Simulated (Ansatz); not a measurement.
`[OH][GeH2][SnH3]` → `[OH][GeH]` + `[SnH4]`  (germylene formation by 1,1-elimination)

Calculated with Ansatz (gas phase, PBE0-D4/def2-TZVP geometries, no zero-point term in ΔE). CBS: MP2 limit from def2 TZ/QZ plus the TZ coupled-cluster correction, frozen cores. DFT in def2-TZVPP. B3LYP here is the variant with VWN-RPA as its local correlation; programs differ in this. HSE06 is defined as in plane-wave codes. def2 core potentials past Kr. For Ge, Sn outer-core shells are correlated without core-valence functions, which leaves a few kJ/mol of doubt a bond. Scalar relativity is left out up to krypton. One conformer a species, not always the lowest.

| level | ΔE (kJ/mol) | difference from CCSD(T)/CBS |
| --- | --- | --- |
| PBE-D4 | 134.6 | -7.8 |
| BLYP-D4 | 108.9 | -33.5 |
| B3LYP-D4 | 124.3 | -18.1 |
| r2SCANh-D4 | 150.9 | 8.5 |
| BHLYP-D4 | 140.7 | -1.7 |
| B2PLYP | 128.0 | -14.4 |
| BLYP | 95.3 | -47.1 |
| r2SCAN | 145.9 | 3.5 |
| PBE0 | 142.5 | 0.1 |
| B3LYP | 112.9 | -29.5 |
| HSE06 | 143.0 | 0.6 |
| RPA@PBE/def2-TZVPP | 124.3 | -18.1 |
| CCSD/def2-SVP | 128.9 | -13.5 |
| SCS-MP2/def2-TZVPP | 141.7 | -0.7 |
| HF/def2-QZVPP | 122.0 | -20.4 |
| MP2/def2-QZVPP | 155.6 | 13.2 |
| CCSD(T)/CBS | 142.4 | 0 |

Task: What do rigid-rotor, harmonic-oscillator terms from PBE0-D4/def2-TZVP frequencies (298.15 K, 1 bar) make of the CCSD(T)/CBS value? (An estimate is asked.)

Result: Computed: ΔZPE = -9.3 kJ/mol, ΔH = +133.9 kJ/mol, ΔS = 121 J/(mol·K), ΔG = +97.9 kJ/mol.

Largest T1 diagnostic among the species: 0.016.

From BLYP to BHLYP (50 % exact exchange), in def2-TZVPP and without D4, ΔE moves by +33.5 kJ/mol. In def2-TZVPP, CCSD(T) changes the Hartree–Fock value by +18.5 kJ/mol (the triples alone add +1.5 kJ/mol) and MP2 by +32.5 kJ/mol.
